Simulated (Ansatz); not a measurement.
**Question.** Predict a relaxed structure of (CuBr)2 ring (Cu₂Br₂), charge 0, singlet, at r2SCAN-D4/def2-SVP (Ansatz).

**Answer.** 
```xyz
4

Cu    0.4726    0.8174   -0.6431
Br    1.7889   -1.0552   -0.0266
Cu   -0.4726   -0.8174    0.6431
Br   -1.7889    1.0552    0.0266
```
Point group D2h (tolerance 0.1 Å). This is one stationary point.

The relaxation made no stability test and no search for a lower SCF solution.
